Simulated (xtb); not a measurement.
xtb input:

```bash
xtb mol.xyz --gfn 1 --sp --chrg 0 --uhf 0
```
mol.xyz:
```
4

Br     1.87192557    -0.20215737    -0.49279845
Al     0.01857086     0.93564885     0.08775786
Br    -1.88023402    -0.21644423     0.45353631
H      0.04937457     2.48762100     0.23332289
```

Question: What final total energy does it print?

Answer: -9.72474 Eh (GFN1-xTB).
